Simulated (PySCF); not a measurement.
Compound: Mo(SH)F5 (singlet state).
Bonds: Mo1–S2, Mo1–F4, Mo1–F5, Mo1–F6, Mo1–F7, Mo1–F8. Hydrogens: H3 on S2.

A GFN2-xTB structure was refined with PBE0-D3(BJ)/def2-SVP geometry optimisation, gas phase, def2 core potentials past Kr in PySCF 2.14.0. Its GFN2-xTB values:

```tsv
coordinate	GFN2-xTB
Mo1–S2	2.339 Å
Mo1–F4	1.849 Å
Mo1–F5	1.667 Å
Mo1–F6	1.825 Å
Mo1–F8	1.660 Å
S2–H3	1.355 Å
S2–Mo1–F4	175.2°
S2–Mo1–F5	94.3°
S2–Mo1–F6	88.9°
S2–Mo1–F7	91.0°
F4–Mo1–F5	90.5°
F5–Mo1–F6	173.6°
F6–Mo1–F7	87.7°
F6–Mo1–F8	91.3°
```

How do these coordinates change at the PBE0-D3(BJ)/def2-SVP level?

| coordinate | PBE0-D3(BJ)/def2-SVP (Å or °) | change |
| --- | --- | --- |
| Mo1–F8 | 1.828 | +0.168 |
| Mo1–F5 | 1.821 | +0.154 |
| Mo1–F6 | 1.836 | +0.011 |
| Mo1–S2 | 2.347 | +0.008 |
| Mo1–F4 | 1.842 | -0.007 |
| S2–H3 | 1.351 | -0.004 |
| F4–Mo1–F5 | 114.1 | +23.6 |
| S2–Mo1–F5 | 80.9 | -13.4 |
| F5–Mo1–F6 | 161.3 | -12.3 |
| S2–Mo1–F4 | 165.0 | -10.2 |
| F6–Mo1–F7 | 96.8 | +9.1 |
| S2–Mo1–F6 | 80.4 | -8.5 |
| S2–Mo1–F7 | 97.4 | +6.4 |
| F6–Mo1–F8 | 96.4 | +5.1 |

The energy falls by 131.2 kJ/mol over 28 energy and gradient evaluations, the largest force component goes from 0.1640 to 2.9e-04 Eh/bohr, and the atoms move by 0.365 Å rms after alignment. The bond that changes most is Mo1–F8 (ends: molybdenum bonded to 5 F and S; fluorine bonded to Mo), which lengthens by 0.168 Å. Bonds longer at the end by more than 0.005 Å: 5 of 7; shorter: 1. Among the dihedrals that turn most is F8–Mo1–S2–H3, from -48° to -95°. Rotational constants go from 2180, 1428, 1408 to 1994, 1390, 1367 MHz.

The run used 124 basis functions and 249 SCF cycles in all. Hardware: one thread of an Intel Xeon 6975P-C, on a shared host. Cost: 3.0 min wall, 0.52 GiB resident at most.

No PBE0-D3(BJ)/def2-SVP frequencies stand behind this structure, so it isn't proved a minimum.
